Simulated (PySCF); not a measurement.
C2HCl3, SMILES ClC(=CCl)Cl. Atoms are numbered in the order given.

```xyz
6

Cl     0.3468     2.2486     0.0000
C      0.9163     0.6378     0.0000
C      0.1102    -0.4320     0.0000
Cl    -1.5979    -0.3309     0.0000
Cl     0.7712    -2.0205     0.0000
H      1.9999     0.5134     0.0000
```
Charge 0, spin multiplicity 1.

Geometry: PBE0-D3(BJ)/def2-SVP.

Computed with PBE/def2-TZVP in PySCF.

Symmetry labels are those of the subgroup Cs that the program uses (full group Cs).

Computed valence orbital energies around the gap with their symmetry:
```tsv
orbital	symmetry	energy (eV)
HOMO−7	A'	-10.65
HOMO−6	A"	-10.61
HOMO−5	A"	-8.89
HOMO−4	A'	-8.59
HOMO−3	A"	-8.28
HOMO−2	A'	-8.07
HOMO−1	A'	-7.67
HOMO	A"	-6.14
LUMO	A"	-1.79
LUMO+1	A'	-1.14
LUMO+2	A'	-0.93
LUMO+3	A'	0.45
```
